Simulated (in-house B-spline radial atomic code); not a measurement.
**Ionising Ba3+ with different functionals**

Computed with a B-spline radial code for spherical atoms: scalar-relativistic (spin-free X2C) Hamiltonian, Fermi nucleus of rms radius 4.8378 fm, spin-polarised at highest spin, spherical fractional occupations for the functionals, and exact exchange of hybrids averaged over the configuration. The ionisation energy is the difference of two self-consistent energies, [Kr] 4d10 5s2 5p5 → [Kr] 4d10 5s2 5p4, without Breit or QED terms; ε is the level of the shell that loses the electron (its least bound occupied spin orbital). There is no spin-orbit coupling in this Hamiltonian.

| method | rung | ΔSCF (eV) | -ε(5p) (eV) |
| --- | --- | --- | --- |
| PBE0 | global hybrid | 47.30 | 43.26 |
| B3LYP | global hybrid | 47.36 | 42.97 |
| TPSSh | global hybrid | ? | ? |
| BHandHLYP | global hybrid | 47.20 | 44.63 |
| r2SCAN0 | global hybrid | 47.38 | 43.45 |
| B97-1 | global hybrid | 47.22 | 42.93 |
| HSE06 | range-separated hybrid | 47.28 | 42.80 |
| wB97X | range-separated hybrid | 47.15 | 45.67 |
| CAM-B3LYP | range-separated hybrid | 47.37 | 44.76 |
| LC-wPBE | range-separated hybrid | ? | ? |

What does LC-wPBE give?

ΔSCF 47.37 eV, and -ε(5p) = 46.30 eV.

What does TPSSh give?

ΔSCF 47.32 eV, and -ε(5p) = 42.41 eV.

Among the functionals, which spreads more, the ΔSCF values or the orbital energies?

The orbital energies: ΔSCF values span about 0.23 eV and the orbital energies 3.89 eV; here energy differences depend much less on the functional than eigenvalues do.

How do they compare with the NIST value?

NIST lists 47.0 eV ± 0.3 (semi-empirical, ground level to ground level). Errors run from +0.15 to +0.38 eV; all lie within about twice that uncertainty, so the table can't rank the methods.
